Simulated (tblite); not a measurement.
Species: C₄HF₂O₂ (doublet state).
SMILES: `[O]C1=C(F)C=C(F)O1`

Computed values, GFN2-xTB/tblite, gas phase, harmonic and unscaled. Errors from tens to a few hundred cm⁻¹ against measured bands are possible. Open shells enter through the occupations alone, without spin polarisation, and single modes of such species can be off by tens of per cent.

Harmonic wavenumbers (cm⁻¹): 183.8, 203.3, 277.6, 325.6, 373.2, 540.3, 563.9, 564.2, 625.4, 656.7, 800.1, 806.8, 868.2, 996.2, 1104.8, 1266.2, 1326.5, 1480.5, 1540.9, 1759.0, 3193.7.

A = 3863, B = 1776, C = 1216 MHz; mass 118.994 u (most abundant isotopes); point group Cs, symmetry number 1; spin multiplicity 2.

What is the zero-point energy?

½Σν̃ = 9728 cm⁻¹ = 116.38 kJ/mol.

What is S at 500 K and 1 bar for an ideal gas of classical rigid rotors and harmonic oscillators?

Translation 179.21, rotation 123.79, vibration 94.00, spin (R ln 2) 5.76: S = 402.8 J/(mol K).

And Cp and H(500 K) − H(0)?

Cp = 141.04 J/(mol K), of which vibrations give 107.78 (their classical limit is 21 R = 174.6); H(500 K) − H(0) = 44.03 kJ/mol without the zero-point energy, 27.40 from vibrations.

What must be added to the electronic energy to get the Gibbs energy at 500 K and 1 bar?

ZPE + [H(500 K) − H(0)] − T·S = 116.38 + 44.03 − 201.38 = -40.97 kJ/mol.

How do the functions run with temperature in this model?

```json
{"T (K)": "50", "S (J/(mol K))": "232.6", "Cp (J/(mol K))": "35.5", "H − H(0) (kJ/mol)": "1.68", "G − H(0) (kJ/mol)": "-9.95", "ln q(vib)": "0.01"}
{"T (K)": "100", "S (J/(mol K))": "260.9", "Cp (J/(mol K))": "48.4", "H − H(0) (kJ/mol)": "3.76", "G − H(0) (kJ/mol)": "-22.33", "ln q(vib)": "0.16"}
{"T (K)": "298.15", "S (J/(mol K))": "339.5", "Cp (J/(mol K))": "103.6", "H − H(0) (kJ/mol)": "19.01", "G − H(0) (kJ/mol)": "-82.22", "ln q(vib)": "2.10"}
{"T (K)": "373.15", "S (J/(mol K))": "364.6", "Cp (J/(mol K))": "119.8", "H − H(0) (kJ/mol)": "27.41", "G − H(0) (kJ/mol)": "-108.63", "ln q(vib)": "3.05"}
{"T (K)": "750", "S (J/(mol K))": "465.3", "Cp (J/(mol K))": "166.5", "H − H(0) (kJ/mol)": "82.82", "G − H(0) (kJ/mol)": "-266.18", "ln q(vib)": "7.93"}
{"T (K)": "1000", "S (J/(mol K))": "515.3", "Cp (J/(mol K))": "180.2", "H − H(0) (kJ/mol)": "126.31", "G − H(0) (kJ/mol)": "-388.97", "ln q(vib)": "10.87"}
```

q(vib) and H(0) count from the zero-point level.

Which modes carry the vibrational entropy at 500 K?

183.8 cm⁻¹: 13.71; 203.3 cm⁻¹: 12.89; 277.6 cm⁻¹: 10.40; 325.6 cm⁻¹: 9.15; 373.2 cm⁻¹: 8.11; 540.3 cm⁻¹: 5.44 J/(mol K); the other 15 give 34.31 together.

Hindered rotation and anharmonicity are outside this model.
